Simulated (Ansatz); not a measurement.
Geometry optimisation, RKS BHLYP/def2-SVPD in Ansatz.

input.yaml

```yaml
crystal:
  periodic: [false, false, false]
  atoms:
    - { symbol: Zn, position_ang: [0.40537, 0.014629, -0.057961] }
    - { symbol: Cl, position_ang: [0.440021, 0.114252, 2.151591] }
    - { symbol: O, position_ang: [0.666279, 0.07411, -1.814932] }
    - { symbol: H, position_ang: [0.596339, -0.717359, -2.342855] }
    - { symbol: O, position_ang: [-2.40568, -0.507667, 0.778055] }
    - { symbol: H, position_ang: [-3.164414, -1.082328, 0.832784] }
    - { symbol: H, position_ang: [-2.022215, -0.452137, 1.674918] }
basis:
  gaussian: { orbitals: def2-SVPD }
hamiltonian:
  xc: { name: BHLYP }
relax:
  f_tol: 0.03
  max_steps: 50
```

Launched with:

```bash
$ ansatz run input.yaml --threads 4 --pin off --max-ram 5120MiB --backend cpu --events-out ev --progress --plain --runs-dir out
```

**Question.** Where does it end, and by what steps?

**Answer.** It converged. After 25 steps the energy has fallen by 0.550 eV; H6 moved furthest, 1.35 Å. Joined: Zn1–O5 (2.98 → 2.10 Å).

```tsv
step	energy less start (eV)	largest force component (eV/Å)	accepted
0	0.0000	0.950	yes
1	-0.1065	1.125	yes
2	-0.2446	1.195	yes
3	-0.3019	1.543	yes
4	-0.3556	1.039	yes
5	-0.3744	0.608	yes
6	-0.3920	0.463	yes
7	-0.3998	0.594	yes
8	-0.4054	0.422	yes
9	-0.4117	0.184	yes
10	-0.4125	0.224	yes
11	-0.4160	0.521	yes
12	-0.4193	0.463	yes
13	-0.4251	0.330	yes
14	-0.4327	0.142	yes
15	-0.3565	1.876	no
16	-0.4496	0.347	yes
17	-0.4625	0.715	yes
18	-0.4879	0.415	yes
19	-0.3981	2.739	no
20	-0.5096	0.314	yes
21	-0.5269	0.310	yes
22	-0.5476	0.172	yes
23	-0.5467	0.381	no
24	-0.5501	0.031	yes
25	-0.5502	0.015	yes
```

```xyz
7
Properties=species:S:1:pos:R:3
Zn 0.092 -0.140 0.409
Cl 1.121 0.401 2.225
O -0.247 -0.527 -1.332
H 0.428 -0.503 -1.999
O -1.950 -0.507 0.699
H -2.311 -0.745 -0.157
H -2.617 -0.534 1.378
```

Whether the end is a true minimum wasn't checked by a vibrational analysis.

Time of the run: 53 s on 4 threads of Arm Neoverse V2, on a shared host, peak memory 0.34 GiB.
